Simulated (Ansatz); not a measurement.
C2H9InSe, SMILES `[CH3][InH-]([CH3])[SeH2+]`, one more setting.

```yaml
crystal:
  periodic: [false, false, false]
  atoms:
    - {symbol: C, position_ang: [-1.308684, 1.557037, -0.766943]}
    - {symbol: In, position_ang: [-0.536571, -0.459082, -0.566174]}
    - {symbol: C, position_ang: [1.598408, -0.802165, -0.748088]}
    - {symbol: Se, position_ang: [-0.570452, -0.438556, 2.442762]}
    - {symbol: H, position_ang: [-0.608720, 2.290373, -0.361688]}
    - {symbol: H, position_ang: [-2.268922, 1.665710, -0.259784]}
    - {symbol: H, position_ang: [-1.461487, 1.789824, -1.823749]}
    - {symbol: H, position_ang: [-1.625156, -1.814799, -0.646647]}
    - {symbol: H, position_ang: [1.873516, -0.880061, -1.803032]}
    - {symbol: H, position_ang: [2.167407, 0.023321, -0.315332]}
    - {symbol: H, position_ang: [1.894844, -1.731411, -0.257864]}
    - {symbol: H, position_ang: [0.249166, -1.651194, 2.555807]}
    - {symbol: H, position_ang: [0.617048, 0.416404, 2.565632]}
basis:
  gaussian: {orbitals: def2-SVPD}
total_charge: 1
magnetization: {spin_polarized: true, initial_magnetization: 1}
hamiltonian: {xc: {name: PBE0}}
output: {forces: true}
```

```sh
$ ansatz run in.yaml --threads 4 --pin off --events-out ev --progress --plain --max-ram 11315MiB
```

Shortened log:

```
Functional definition: PBE0
1932 factors; integrals over basis functions are off by at most 1.2e-3 eV
mean field evaluation 1: about -72697.0165 eV, gradient 5.7e1 eV
mean field evaluation 2: about -72657.9437 eV, gradient 8.2e1 eV
mean field evaluation 4: about -72713.4813 eV, gradient 1.6e1 eV
mean field evaluation 8: about -72714.9937 eV, gradient 6.8e-1 eV
mean field evaluation 16: about -72715.0298 eV, gradient 5.7e-2 eV
mean field evaluation 32: about -72715.0299 eV, gradient 3.0e-5 eV
mean field -72715.02993244 eV, -2672.2280619995 hartree, gradient 1.2e-5 eV, S^2 0.769591; 6 other end points of the search recorded, 0 dependent functions left out
reference -72715.02999247 eV, -2672.2280642056 hartree; 38, 37 occupied and 147, 148 virtual orbitals, 1932 factors
Total energy: -72715.02999247 eV, -2672.2280642056 hartree
Atom 0 at    -1.308684     1.557037    -0.766943 Å, force     0.175106     2.182076    -0.508653 eV/Å
Atom 1 at    -0.536571    -0.459082    -0.566174 Å, force    -1.618565    -1.742968     0.835441 eV/Å
Atom 2 at     1.598408    -0.802165    -0.748088 Å, force     2.307633     0.541731    -0.438540 eV/Å
Atom 3 at    -0.570452    -0.438556     2.442762 Å, force    -0.067595     0.043812    -0.278236 eV/Å
Atom 4 at    -0.608720     2.290373    -0.361688 Å, force     0.336610    -0.051423     0.151870 eV/Å
Atom 5 at    -2.268922     1.665710    -0.259784 Å, force    -0.248841    -0.790365     0.454679 eV/Å
Atom 6 at    -1.461487     1.789824    -1.823749 Å, force     0.178271    -0.377378    -0.393884 eV/Å
Atom 7 at    -1.625156    -1.814799    -0.646647 Å, force     0.189935     0.182697    -0.100528 eV/Å
Atom 8 at     1.873516    -0.880061    -1.803032 Å, force    -0.454961     0.111635    -0.418097 eV/Å
Atom 9 at     2.167407     0.023321    -0.315332 Å, force    -0.161398     0.327747     0.165097 eV/Å
Atom 10 at     1.894844    -1.731411    -0.257864 Å, force    -0.741947    -0.393454     0.419781 eV/Å
Atom 11 at     0.249166    -1.651194     2.555807 Å, force     0.024542    -0.127761     0.025404 eV/Å
Atom 12 at     0.617048     0.416404     2.565632 Å, force     0.081211     0.093650     0.085665 eV/Å
Dipole moment:     0.519338     0.345778    -0.270964 e Å
```

It took 22 s on 4 threads of an Arm Neoverse V1 on a shared host, with 0.91 GiB of host memory at the peak.
